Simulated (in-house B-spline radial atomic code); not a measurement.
Mo is squeezed into an impenetrable sphere of radius R (the orbitals vanish at R). Level of theory: Dirac-Hartree-Fock, average of configuration, Fermi nucleus of rms radius 4.4091 fm; calculated with a B-spline radial code for spherical atoms.

Energies in eV above the free atom in [Kr] 4d5 5s1:

```json
{"R (bohr)": "8.68", "highest level (eV)": "-5.67", "[Kr] 4d5 5s1": "0.1139", "[Kr] 4d6": "1.71", "[Ar] 3d10 4s2 4p5 4d5 5s1 5f1": "56.99"}
{"R (bohr)": "5.88", "highest level (eV)": "-4.3", "[Kr] 4d5 5s1": "1.75", "[Kr] 4d6": "2.678", "[Ar] 3d10 4s2 4p5 4d5 5s1 5f1": "72.54"}
{"R (bohr)": "5.22", "highest level (eV)": "-2.97", "[Kr] 4d5 5s1": "3.511", "[Kr] 4d6": "3.799", "[Ar] 3d10 4s2 4p5 4d5 5s1 5f1": "80.51"}
{"R (bohr)": "4.32", "highest level (eV)": "1.24", "[Kr] 4d5 5s1": "9.754", "[Kr] 4d6": "7.87", "[Ar] 3d10 4s2 4p5 4d5 5s1 5f1": "99.66"}
{"R (bohr)": "3.84", "highest level (eV)": "6.06", "[Kr] 4d5 5s1": "17.69", "[Kr] 4d6": "13.13", "[Ar] 3d10 4s2 4p5 4d5 5s1 5f1": "118.3"}
{"R (bohr)": "3.24", "highest level (eV)": "18.4", "[Kr] 4d5 5s1": "40.37", "[Kr] 4d6": "28.54", "[Ar] 3d10 4s2 4p5 4d5 5s1 5f1": "161.8"}
{"R (bohr)": "2.64", "highest level (eV)": "48.6", "[Kr] 4d5 5s1": "106.2", "[Kr] 4d6": "75.87", "[Ar] 3d10 4s2 4p5 4d5 5s1 5f1": "264.6"}
{"R (bohr)": "2.28", "highest level (eV)": "88.6", "[Kr] 4d5 5s1": "209.5", "[Kr] 4d6": "154.3", "[Ar] 3d10 4s2 4p5 4d5 5s1 5f1": "405.3"}
{"R (bohr)": "1.72", "highest level (eV)": "246", "[Kr] 4d5 5s1": "727", "[Kr] 4d6": "574.7", "[Ar] 3d10 4s2 4p5 4d5 5s1 5f1": "1029"}
{"R (bohr)": "1.32", "highest level (eV)": "576", "[Kr] 4d5 5s1": "2121", "[Kr] 4d6": "1770", "[Ar] 3d10 4s2 4p5 4d5 5s1 5f1": "2572"}
```

Task: Does [Kr] 4d6 fall below [Kr] 4d5 5s1 under compression?

Result: Yes, between R = 5.22 and 4.32 bohr the order changes (near 5.1 bohr by linear interpolation).

Task: Does [Ar] 3d10 4s2 4p5 4d5 5s1 5f1 fall below [Kr] 4d5 5s1 under compression?

Result: No, it stays above over the whole range.

The highest level is first positive in the row R = 4.32 bohr, pushed up by confinement above the zero of the free ion's potential. Each configuration is held fixed and needn't be the lowest in the sphere.
